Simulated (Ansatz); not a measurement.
Cost and result up the ladder for Cu₂Ag₇ (the lowest doublet isomer of a short search) (9 atoms). The state is a doublet with charge 0. Geometry: PBE0-D4/def2-SVP.

```tsv
atom	x (Å)	y (Å)	z (Å)
Ag1	-0.1280	2.0240	-0.3918
Ag2	1.9320	-1.9308	0.2685
Ag3	-0.2021	-1.7066	2.1438
Ag4	-2.5841	0.4239	-0.8297
Ag5	-1.4038	0.7828	1.7329
Ag6	-0.4403	0.2282	-2.7035
Ag7	1.9756	0.4297	-1.2250
Cu8	-0.3165	-0.6836	-0.2816
Cu9	1.1672	0.4324	1.2864
```

Ansatz on 6 threads of Intel Xeon on a shared host. Times are rough, and most runs start from the orbitals of an earlier one. PBE0-D4/def2-SVP serves as the yardstick here, not as an exact answer. Binding counts from free atoms at the same level (Ag doublet, Cu doublet; other spins of the atoms weren't run), without zero-point energy.

In the def2 sets Ag takes a core potential; there is no spin–orbit coupling. The structure comes from a short search, and lower isomers may exist.

```csv
level,functions,wall time,binding energy per atom (eV),difference from PBE0-D4/def2-SVP (eV)
PBE-D4/def2-SVP,279,12 s,1.97,0.25
BLYP-D4/def2-SVP,279,15 s,1.82,0.11
r2SCAN-D4/def2-SVP,279,33 s,2.00,0.28
PBE0-D4/def2-SVP,279,37 s,1.72,0.00
```
